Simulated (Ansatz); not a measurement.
Process, species as SMILES: O[Si](Br)(Br)Br → [O][Si](Br)(Br)Br + H atom (the H-O bond at the site shown breaks; other sites are not compared here)
Geometries: B3LYP-D3(BJ)/def2-TZVP minima from Ansatz (a program for electronic structure), one conformer each, not searched for the lowest. Frequencies are from Ansatz.
Geometry of the first species:
SMILES: [Si](Br)(Br)(O)Br
```xyz
6

Si    -0.3854     0.0297    -0.2892
Br    -0.6666    -1.5689     1.2211
Br    -0.0672     1.9442     0.7825
Br     1.3425    -0.4252    -1.5709
O     -1.6718     0.1260    -1.2757
H     -2.5319     0.3209    -0.8897
```

Property: bond dissociation energy (enthalpy at 298 K, with B3LYP-D3(BJ) rigid-rotor harmonic-oscillator terms), in kcal/mol. Correlated levels leave the core frozen unless marked. Open shells are spin-unrestricted. No spin-orbit coupling. The frozen core is the preceding noble-gas configuration, with the filled d and f shells of earlier blocks. No relativistic terms. Basis-set limits of correlation are two-point, X^-3; Hartree-Fock from the larger set. [CCSD(T)-MP2]/basis is that difference in the basis named.

```tsv
level	program	bond dissociation energy (kcal/mol)	minus last row
HF/6-31G*	Ansatz	84.7	-39.2
PBE-D3(BJ)/def2-TZVPD	Ansatz + dftd3	112.1	-11.8
PBE0-D4/def2-TZVPD	Ansatz + dftd4	115.9	-8.0
PBE0/def2-TZVPD	Ansatz	115.6	-8.3
wB97M-V/def2-TZVPD	Ansatz	120.4	-3.5
wB97X-V/def2-TZVPD	Ansatz	119.2	-4.7
PBE-QIDH/def2-TZVPD	Ansatz	119.9	-4.0
MP2/6-31G*	Ansatz	113.8	-10.1
MP2/def2-TZVPP	Ansatz	127.1	3.2
RI-MP2/CBS(def2-TZVPP,def2-QZVPP)+[CCSD(T)-MP2]/def2-TZVPP	Ansatz	123.9	0.0
```
